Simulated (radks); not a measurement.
Results of a calculation; reference values are marked as such.
V1.25+, 21.75 electrons, occupied as [Ar] 3d(up 1.5, down 1.5) 4s(up 0.5, down 0.25) (fractional occupations, a model configuration). Level of theory: scalar-relativistic Kohn-Sham, LDA (Slater exchange, Perdew-Wang correlation), spin-polarised, spherical densities, point nucleus (a radial shooting solver on a logarithmic mesh with Libxc functionals).

Normalised radial functions P(r) = r R(r), r in bohr:

r         4s down
0.009422   0.0589
0.01079    0.0651
0.01227    0.0712
0.01406    0.0778
0.0161     0.0844
0.0183     0.0905
0.02097    0.0964
0.02402    0.1015
0.0273     0.1051
0.03128    0.1071
0.03584    0.1067
0.04073    0.1035
0.04667    0.0963
0.05347    0.0847
0.06077    0.0690
0.06962    0.0471
0.07976    0.0197
0.09066   -0.0107
0.1039    -0.0468
0.119     -0.0850
0.1352    -0.1202
0.1549    -0.1533
0.1761    -0.1765
0.2018    -0.1883
0.2311    -0.1823
0.2627    -0.1575
0.301     -0.1097
0.3448    -0.0412
0.3919     0.0374
0.449      0.1273
0.5144     0.2120
0.5847     0.2744
0.6699     0.3096
0.7674     0.3024
0.8722     0.2524
0.9993     0.1551
1.145      0.0208
1.301     -0.1266
1.491     -0.2886
1.708     -0.4374
1.941     -0.5500
2.224     -0.6277
2.528     -0.6545
2.896     -0.6331
3.318     -0.5665
3.771     -0.4742
4.32      -0.3612
4.95      -0.2505
5.626     -0.1615
6.445     -0.0907
7.384     -0.0449
8.392     -0.0203
9.615     -0.0075

4s down: eigenvalue -12.712 eV, 3 radial nodes at r = 0.0868, 0.370, 1.17 bohr, <r> = 2.95 bohr, 90 % of the charge inside 4.36 bohr.
